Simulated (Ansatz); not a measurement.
C6H15B, SMILES `CCB(CC)CC`, one more setting.

```yaml
crystal:
  periodic: [false, false, false]
  atoms:
    - {symbol: C, position_ang: [2.160456, 0.234704, 1.280789]}
    - {symbol: C, position_ang: [1.187497, -0.754628, 0.655189]}
    - {symbol: B, position_ang: [-0.106659, -0.205685, -0.045699]}
    - {symbol: C, position_ang: [-1.261501, -1.213693, -0.400453]}
    - {symbol: C, position_ang: [-2.311642, -1.145566, 0.719732]}
    - {symbol: C, position_ang: [-0.258258, 1.307071, -0.444686]}
    - {symbol: C, position_ang: [0.431372, 1.496926, -1.806808]}
    - {symbol: H, position_ang: [2.509870, 0.969940, 0.551179]}
    - {symbol: H, position_ang: [3.043282, -0.260962, 1.692744]}
    - {symbol: H, position_ang: [1.690040, 0.791863, 2.095509]}
    - {symbol: H, position_ang: [1.696436, -1.336327, -0.132247]}
    - {symbol: H, position_ang: [0.897007, -1.526135, 1.381491]}
    - {symbol: H, position_ang: [-0.904579, -2.245339, -0.490529]}
    - {symbol: H, position_ang: [-1.745668, -0.950002, -1.348020]}
    - {symbol: H, position_ang: [-3.149441, -1.818630, 0.522658]}
    - {symbol: H, position_ang: [-2.719269, -0.136465, 0.826200]}
    - {symbol: H, position_ang: [-1.885463, -1.429716, 1.686225]}
    - {symbol: H, position_ang: [-1.309232, 1.600496, -0.540156]}
    - {symbol: H, position_ang: [0.205850, 1.982738, 0.280881]}
    - {symbol: H, position_ang: [-0.011632, 0.854522, -2.573141]}
    - {symbol: H, position_ang: [1.496761, 1.256182, -1.755407]}
    - {symbol: H, position_ang: [0.344785, 2.528727, -2.155472]}
basis:
  gaussian: {orbitals: pcseg-2}
hamiltonian: {xc: {name: wB97M-V}}
scf: {lower_state_search: full}
```

```sh
$ ansatz run in.yaml --threads 2 --pin off --events-out ev --progress --plain --max-ram 32768MiB --backend cuda --devices 0, --max-vram 18GiB
```

It prints (some lines left out):

```
Functional definition: wB97M-V
1918 factors; their error is unknown
593 factors; integrals over basis functions are off by at most 5.6e-6 eV
mean field evaluation 1: about -7130.2799 eV, gradient 7.1e1 eV
mean field evaluation 2: about -7135.3746 eV, gradient 5.2e1 eV
mean field evaluation 4: about -7141.8254 eV, gradient 9.0e-1 eV
mean field evaluation 8: about -7141.7615 eV, gradient 6.8e-1 eV
mean field evaluation 16: about -7141.7620 eV, gradient 3.9e-5 eV
mean field -7141.76201946 eV, -262.4549133549 hartree, gradient 3.9e-5 eV, S^2 0.000000; 0 other end points of the search recorded, 0 dependent functions left out
reference -7141.76210052 eV, -262.4549163337 hartree; 28, 28 occupied and 392, 392 virtual orbitals, 1918 factors
Total energy: -7141.76210052 eV, -262.4549163337 hartree
```

Hardware: 2 threads of an AMD EPYC 7R13 on a shared host and a share of an NVIDIA H100 80 GB. Wall time 8 s, peak host memory 1.1 GiB.
